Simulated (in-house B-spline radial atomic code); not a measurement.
## Re2+: [Xe] 4f14 5d5

Method: Dirac-Kohn-Sham LDA exchange-only, spherical fractional occupations, Fermi nucleus of rms radius 5.3698 fm. Calculated with an all-electron radial atomic-structure program (B-spline basis).

Z_r = [3n² - l(l+1)]/(2<r>); Z_e = n√(-2ε); the last column is Slater's effective charge. Values are occupation-weighted means over j. An effective charge above Z reflects the relativistic contraction of the inner shells.

```
shell  electrons   ε (eV)  <r> (bohr)    Z_r    Z_e  Slater
   1s          2   -71487     0.01805  83.09  72.49   74.70
   2s          2   -12400     0.07564  79.32  60.38   70.85
   2p          6   -10914     0.06787  73.67  56.64   70.85
   3s          2  -2881.5      0.1971  68.49  43.66   63.75
   3p          6  -2436.7       0.197  63.44  40.15   63.75
   3d         10  -1891.7      0.1793  58.56  35.37   53.85
   4s          2  -612.43      0.4408  54.45  26.84   47.25
   4p          6  -464.87      0.4676  49.19  23.38   47.25
   4d         10  -269.52      0.5006  41.95  17.80   35.85
   5s          2  -100.39       1.037  36.17  13.58   17.35
   5p          6  -63.008       1.205  30.29  10.76   17.35
   4f         14  -57.429      0.5816  30.95   8.22   24.45
   5d          5  -20.344       1.802  19.15   6.11    5.60
```

The least bound orbital is 5d5/2 at -19.95 eV, and it is also the most diffuse (<r> = 1.825 bohr).

Spin-orbit splittings of the orbital energies (j = l + 1/2 above j = l - 1/2 when positive): 2p 1438 eV, 3p 312.2 eV, 3d 67.82 eV, 4p 73.07 eV, 4d 13.5 eV, 5p 11.08 eV, 4f 2.513 eV, 5d 0.9728 eV.

For the 1s electron the small component carries 8.01 % of the norm, the zero-frequency Breit interaction raises the level by 254.1 eV, self-energy by 159.5 eV, and vacuum polarisation lowers it by 30.62 eV.
